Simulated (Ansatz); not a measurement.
An input meant for Cd2S2 (charge 0, singlet).

```yaml
crystal:
  periodic: [false, false, false]
  atoms:
    - {symbol: Cd, position_ang: [0.436789, 1.868734, -1.142934]}
    - {symbol: Cd, position_ang: [-0.585868, -1.748971, 1.309423]}
    - {symbol: S, position_ang: [0.204811, 0.551884, 1.013107]}
    - {symbol: S, position_ang: [0.014314, -0.703267, -0.851001]}
basis:
  gaussian: {orbitals: def2-SVPD}
hamiltonian: {xc: {name: HF}}
scf: {omitted_lower_state_checks: [starts]}
relax: {f_tol: 0.001, max_steps: 3}
```

```sh
$ ansatz run in.yaml --threads 2 --pin off --events-out ev --progress --plain --max-ram 4352MiB
```

**Question.** Predict how Ansatz answers.

**Answer.** The SCF steps converged, but the relaxation ran out of steps. The relaxation is allowed too few steps for its threshold.
```
Functional definition: HF
1236 factors; integrals over basis functions are off by at most 2.7e-4 eV
mean field evaluation 1: about -30705.2382 eV, gradient 1.4e1 eV
mean field evaluation 2: about -30705.5442 eV, gradient 1.5e1 eV
mean field evaluation 4: about -30706.3737 eV, gradient 2.0e0 eV
mean field evaluation 8: about -30706.3996 eV, gradient 1.1e-1 eV
mean field -30706.39976599 eV, -1128.4393778548 hartree, gradient 6.8e-5 eV, S^2 0.000000; 0 other end points of the search recorded, 0 dependent functions left out
reference -30706.39976599 eV, -1128.4393778548 hartree; 36, 36 occupied and 86, 86 virtual orbitals, 1236 factors
relax step   1: F+E_penalty+E_count = -30706.39976599 eV  Δ(F+E_penalty+E_count) = +0.000e0 eV  max|allowed force component| = 1.491e0 eV/Å  Δτ_max = 0.0000 Å  (44 SCF iters, accepted)
1236 factors; integrals over basis functions are off by at most 2.4e-4 eV
mean field evaluation 16: about -30706.6050 eV, gradient 5.7e-3 eV
mean field -30706.60502722 eV, -1128.4469210657 hartree, gradient 1.7e-5 eV, S^2 0.000000; 0 other end points of the search recorded, 0 dependent functions left out
reference -30706.60502722 eV, -1128.4469210657 hartree; 36, 36 occupied and 86, 86 virtual orbitals, 1236 factors
relax step   2: F+E_penalty+E_count = -30706.60502722 eV  Δ(F+E_penalty+E_count) = -2.053e-1 eV  max|allowed force component| = 2.191e-1 eV/Å  Δτ_max = 0.1725 Å  (48 SCF iters, accepted)
1236 factors; integrals over basis functions are off by at most 2.4e-4 eV
mean field -30706.61428999 eV, -1128.4472614665 hartree, gradient 2.0e-5 eV, S^2 0.000000; 0 other end points of the search recorded, 0 dependent functions left out
reference -30706.61428999 eV, -1128.4472614665 hartree; 36, 36 occupied and 86, 86 virtual orbitals, 1236 factors
relax step   3: F+E_penalty+E_count = -30706.61428999 eV  Δ(F+E_penalty+E_count) = -9.263e-3 eV  max|allowed force component| = 8.564e-2 eV/Å  Δτ_max = 0.0323 Å  (52 SCF iters, accepted)
Error: geometry relaxation did not converge after 3 steps: max|allowed force component| = 8.56e-2 eV/Å (threshold 1.0e-3). Raise `relax.max_steps` over both its present limit and 3, loosen `relax.f_tol`, or start from a geometry closer to equilibrium. Where this run's directory can be resumed (`checkpoint.write`), a resume goes on for up to `relax.max_steps` more
```
